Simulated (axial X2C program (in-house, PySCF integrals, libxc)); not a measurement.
## Correcting the dissociation energy of LiIn⁺ for spin–orbit coupling

A spin-free CCSD(T) curve (one-electron X2C) was computed with an in-house relativistic program for diatomic molecules, basis In dyall-cv3z [11s12p9d4f1g], Li dyall-cv3z [7s8p2d] (cores contracted in-house), for the state M_S = 1/2, Λ = 0 (beyond evenly filled blocks: σα). It gives D0 = 1.223 eV to In + Li+, which in a spin-free picture are the weighted means of the ground terms.

Correlated methods: 13 electrons correlated (number of frozen shells: In 4 s, 3 p, 1 d; Li 1 s), 235 virtual spin orbitals or spinors in MP2, 90 natural virtuals in coupled cluster.

Measured levels of the ground terms (NIST Handbook of Basic Atomic Spectroscopic Data), in cm⁻¹: In 2P: J = 1/2 at 0, J = 3/2 at 2212.6; Li+ 1S: J = 0 at 0.

The molecular state has Λ = 0, so it has no first-order lowering.

(1) How far does each ground level lie under the (2J+1)-weighted mean of its term?

(2) Correct D0.

Second-order spin–orbit effects in the molecule, which grow quickly with Z, are left out. The state is one determinant whose occupation by symmetry is held fixed; it was picked as the lowest of a PBE0 search that is not exhaustive. De is counted from the lowest determinant-based energies of the atoms at the same level, without counterpoise correction. CCSD and (T) use frozen natural virtuals with an MP2 correction for the truncation; (T) itself is uncorrected, so its De runs slightly low.

## Answers

(1) In: (2 × 0 + 4 × 2212.6)/6 = 1475 cm⁻¹; Li+: a single level, 0.

(2) D0 = 1.223 + (0 − 1475)/8065.5 = 1.040 eV at CCSD(T) with these spin–orbit terms. The direct two-component run gives 1.070 eV; the difference holds second-order terms in the molecule, scalar two-electron terms, the gap between measured and computed atomic splittings (a 2c atom can miss part of its lowering) and, in coupled cluster, the truncation of each run.
